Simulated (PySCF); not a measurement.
C4H7ClSi, singlet, geometry from GFN2-xTB; DF-PBE/def2-SVPD run with PySCF.

Here is a job for PySCF.
```python
from pyscf import gto, scf, dft

mol = gto.M(
    atom='''
C     2.760182    0.562836    0.651454
C     1.601947    0.284272    0.490526
Si   -0.186014   -0.139100    0.224474
C    -1.250649    0.828721    1.469036
C    -0.416379   -2.019745    0.395256
Cl   -0.678857    0.431892   -1.673136
H     3.774037    0.805778    0.794701
H    -1.109325    1.899965    1.356748
H    -0.992950    0.568572    2.491109
H    -2.308401    0.621094    1.330767
H    -1.450255   -2.308892    0.226256
H    -0.134988   -2.360788    1.386835
H     0.196048   -2.556995   -0.323383
''',
    basis='def2-svpd',
    charge=0,
    spin=0,
    verbose=4,
    max_memory=1800,
)

mf = dft.RKS(mol)
mf.xc = 'pbe'
mf = mf.density_fit(auxbasis='def2-universal-jkfit')
mf.kernel()
```

It wrote (shortened):

```
PySCF version 2.14.0

[INPUT] verbose = 4
[INPUT] num. atoms = 13
[INPUT] num. electrons = 62
[INPUT] charge = 0
[INPUT] spin (= nelec alpha-beta = 2S) = 0
[INPUT] symmetry False subgroup None
[INPUT] Mole.unit = angstrom
[INPUT] Symbol           X                Y                Z      unit          X                Y                Z       unit  Magmom
[INPUT]  1 C      2.760182000000   0.562836000000   0.651454000000 AA    5.215988033954   1.063605893046   1.231069642752 Bohr   0.0
[INPUT]  2 C      1.601947000000   0.284272000000   0.490526000000 AA    3.027241096069   0.537196224882   0.926959796978 Bohr   0.0
[INPUT]  3 Si    -0.186014000000  -0.139100000000   0.224474000000 AA   -0.351515515335  -0.262860903927   0.424194382086 Bohr   0.0
[INPUT]  4 C     -1.250649000000   0.828721000000   1.469036000000 AA   -2.363384087961   1.566055723676   2.776075707127 Bohr   0.0
[INPUT]  5 C     -0.416379000000  -2.019745000000   0.395256000000 AA   -0.786842274020  -3.816764891460   0.746925589091 Bohr   0.0
[INPUT]  6 Cl    -0.678857000000   0.431892000000  -1.673136000000 AA   -1.282853807744   0.816157595391  -3.161768809150 Bohr   0.0
[INPUT]  7 H      3.774037000000   0.805778000000   0.794701000000 AA    7.131896313975   1.522699737200   1.501767240918 Bohr   0.0
[INPUT]  8 H     -1.109325000000   1.899965000000   1.356748000000 AA   -2.096320433133   3.590413496259   2.563882140051 Bohr   0.0
[INPUT]  9 H     -0.992950000000   0.568572000000   2.491109000000 AA   -1.876403555387   1.074445362096   4.707513756439 Bohr   0.0
[INPUT] 10 H     -2.308401000000   0.621094000000   1.330767000000 AA   -4.362245675672   1.173697557611   2.514785165609 Bohr   0.0
[INPUT] 11 H     -1.450255000000  -2.308892000000   0.226256000000 AA   -2.740584760781  -4.363173531199   0.427561874040 Bohr   0.0
[INPUT] 12 H     -0.134988000000  -2.360788000000   1.386835000000 AA   -0.255090350103  -4.461242758160   2.620738329961 Bohr   0.0
[INPUT] 13 H      0.196048000000  -2.556995000000  -0.323383000000 AA    0.370477027269  -4.832020251882  -0.611105303340 Bohr   0.0

nuclear repulsion = 332.194148263958
number of shells = 81
number of NR pGTOs = 277
number of NR cGTOs = 187
basis = def2-svpd
ecp = {}

******** <class 'pyscf.df.df_jk.DFRKS'> ********
method = DFRKS
initial guess = minao
damping factor = 0
level_shift factor = 0
DIIS = <class 'pyscf.scf.diis.CDIIS'>
diis_start_cycle = 1
diis_space = 8
diis_damp = 0
SCF conv_tol = 1e-09
SCF conv_tol_grad = None
SCF max_cycles = 50
direct_scf = False
XC library pyscf.dft.libxc version 7.1.2
    S. Lehtola, C. Steigemann, M. J. T. Oliveira, and M. A. L. Marques,  SoftwareX 7, 1–5 (2018)
XC functionals = pbe
    J. P. Perdew, K. Burke, and M. Ernzerhof,  Phys. Rev. Lett. 77, 3865 (1996)
    J. P. Perdew, K. Burke, and M. Ernzerhof,  Phys. Rev. Lett. 78, 1396 (1997)
    J. P. Perdew, K. Burke, and M. Ernzerhof,  Phys. Rev. Lett. 77, 3865 (1996)
    J. P. Perdew, K. Burke, and M. Ernzerhof,  Phys. Rev. Lett. 78, 1396 (1997)
radial grids:
    Treutler-Ahlrichs [JCP 102, 346 (1995); DOI:10.1063/1.469408] (M4) radial grids

becke partition: Becke, JCP 88, 2547 (1988); DOI:10.1063/1.454033
pruning grids: <function nwchem_prune>
grids dens level: 3
symmetrized grids: False
atomic radii adjust function: <function treutler_atomic_radii_adjust>
small_rho_cutoff = 0
Set gradient conv threshold to 3.16228e-05
Initial guess from minao.
tot grids = 163192
init E= -905.666183857331
  HOMO = -0.337794330777397  LUMO = -0.0958963074984838  gap/eV = 6.58238
cycle= 1 E= -905.326764433671  delta_E= 0.339  |g|= 0.681  |ddm|= 9.38
  HOMO = -0.17759440237392  LUMO = -0.00400692149370308  gap/eV = 4.72356
cycle= 2 E= -905.18941001319  delta_E= 0.137  |g|= 0.962  |ddm|=  2.7
  HOMO = -0.256749378427324  LUMO = -0.0414045280953492  gap/eV = 5.85983
cycle= 3 E= -905.441371717596  delta_E= -0.252  |g|= 0.216  |ddm|=  1.4
  HOMO = -0.258110346216164  LUMO = -0.042365813858749  gap/eV = 5.87071
cycle= 4 E= -905.452792450888  delta_E= -0.0114  |g|= 0.0712  |ddm|= 0.325
  HOMO = -0.258024572460646  LUMO = -0.0432379496121658  gap/eV = 5.84464
cycle= 5 E= -905.453969139583  delta_E= -0.00118  |g|= 0.0252  |ddm|= 0.104
  HOMO = -0.257147127646999  LUMO = -0.0421959895529698  gap/eV = 5.84912
cycle= 6 E= -905.454148384492  delta_E= -0.000179  |g|= 0.00344  |ddm|= 0.0411
  HOMO = -0.257076873028363  LUMO = -0.0421544573186599  gap/eV = 5.84834
cycle= 7 E= -905.45415160237  delta_E= -3.22e-06  |g|= 0.00109  |ddm|= 0.00884
  HOMO = -0.257130115581342  LUMO = -0.0422158918054687  gap/eV = 5.84811
cycle= 8 E= -905.454151957128  delta_E= -3.55e-07  |g|= 0.000109  |ddm|= 0.00238
  HOMO = -0.257121654882298  LUMO = -0.0422031968756706  gap/eV = 5.84823
cycle= 9 E= -905.45415196075  delta_E= -3.62e-09  |g|= 3.49e-05  |ddm|= 0.000435
  HOMO = -0.257124585261451  LUMO = -0.0422064228952426  gap/eV = 5.84822
cycle= 10 E= -905.454151961157  delta_E= -4.07e-10  |g|= 4.78e-06  |ddm|= 8e-05
  HOMO = -0.257124430033759  LUMO = -0.0422063829509969  gap/eV = 5.84822
Extra cycle  E= -905.454151961157  delta_E= -4.55e-13  |g|= 5e-06  |ddm|= 2.55e-05
converged SCF energy = -905.454151961157
```
